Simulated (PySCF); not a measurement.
**What builds the third ionisation energy along the third row**

Calculated with PySCF 2.14 from differences of total energies of unrestricted determinants, without spin-orbit coupling. Each column adds one step, in eV (sums use unrounded values): valence MP2, valence CCSD, valence triples, then the next inner shell at CCSD(T) (P 2s 2p, S 2s 2p, Cl 2s 2p, Ar 2s 2p). References (NIST) marked * lie between the lowest fine-structure levels; the others compare directly ((s) semi-empirical, (t) theoretical).

| element | UHF | + MP2 | + CCSD | + (T) | + inner shell | sum | reference |
| --- | --- | --- | --- | --- | --- | --- | --- |
| P [Ne] 3s2 3p1 → [Ne] 3s2 (aug-cc-pCVTZ-DK with one added diffuse shell each of s, p, d, f type, spin-free X2C) | 29.573 | 0.301 | 0.128 | 0.029 | 0.026 | 30.056 | 30.203 * |
| S [Ne] 3s2 3p2 → [Ne] 3s2 3p1 (aug-cc-pCVTZ-DK with one added diffuse shell each of s, p, d, f type, spin-free X2C) | 34.150 | 0.486 | 0.045 | 0.032 | 0.028 | 34.741 | 34.86 ± 0.04 (s) * |
| Cl [Ne] 3s2 3p3 → [Ne] 3s2 3p2 (aug-cc-pCVTZ-DK with one added diffuse shell each of s, p, d, f type, spin-free X2C) | 38.958 | 0.658 | -0.070 | 0.036 | 0.029 | 39.611 | 39.8 ± 0.11 (s) * |
| Ar [Ne] 3s2 3p4 → [Ne] 3s2 3p3 (aug-cc-pCVTZ-DK with one added diffuse shell each of s, p, d, f type, spin-free X2C) | 39.388 | 0.827 | 0.112 | 0.028 | 0.041 | 40.397 | 40.735 ± 0.012 (s) * |

What remains against the references is mostly basis incompleteness and, for starred values, spin-orbit coupling.

What share of the correlation contribution for Ar comes from the inner shell?

The four steps add to 1.008 eV, of which the inner shell gives 0.041 eV, or 4 %.
